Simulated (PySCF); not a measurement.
BiH₂Br, SMILES [Br][BiH2]. Atoms are numbered in the order given.

```xyz
4

Bi    -0.7663     0.0315     0.0000
H     -0.9132    -1.2374    -1.2698
H     -0.9132    -1.2374     1.2698
Br     1.8694    -0.0039     0.0000
```
Charge 0, spin multiplicity 1.

Geometry: B3LYP-D3(BJ)/def2-TZVP. The def2 effective core potentials stand for the cores of Bi; spin–orbit coupling is left out.

The numbers are results of r2SCAN/def2-TZVPD in PySCF, not measurements.

The molecule is in vacuum.

Computed frontier levels, gap, dipole moment and polarisability:
- highest occupied level = -6.77 eV
- lowest empty level = -2.71 eV
- orbital gap = 4.06 eV
- dipole moment = 3.26 D
- quadrupole, principal values (traceless, Buckingham form, about the centre of nuclear charge) = -1.47, 0.47, 1.01 D·Å
- mean static polarisability = 72.7 bohr³ (10.77 Å³)
- polarisability, principal values = 63.5, 63.9, 90.6 bohr³
